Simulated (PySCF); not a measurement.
hexa-1,2-dien-4-yne (C6H6), SMILES C(C=C=C)#CC. Atoms are numbered in the order given.

```xyz
12

C      2.9798     0.0097     0.6722
C      1.8412    -0.4524     0.2091
C      0.6939    -0.9332    -0.2644
C     -0.5552    -0.2489    -0.2364
C     -1.6491     0.3094    -0.2303
C     -2.9389     0.9824    -0.2166
H      3.2909    -0.1636     1.7180
H      3.6680     0.5938     0.0351
H      0.7072    -1.9454    -0.7170
H     -3.7366     0.3401    -0.6451
H     -2.9136     1.9220    -0.8087
H     -3.2462     1.2513     0.8165
```
Charge 0, spin multiplicity 1.

The structure is a stationary point at PBE-D3(BJ)/def2-SVP.

Method: PySCF with PBE0/def2-TZVP.

The molecule is in vacuum.

```json
{
 "total_energy": "-231.91415 hartree",
 "highest_occupied_level": "-6.56 eV",
 "lowest_empty_level": "-0.64 eV",
 "orbital_gap": "5.92 eV",
 "dipole_moment": "0.51 D",
 "quadrupole, principal values (traceless, Buckingham form, about the centre of nuclear charge)": "-6.10, -3.37, 9.48 D·Å",
 "mean_static_polarisability": "80.8 bohr³ (11.98 Å³)",
 "polarisability_principal_values": "46.4, 58.4, 137.7 bohr³"
}
```
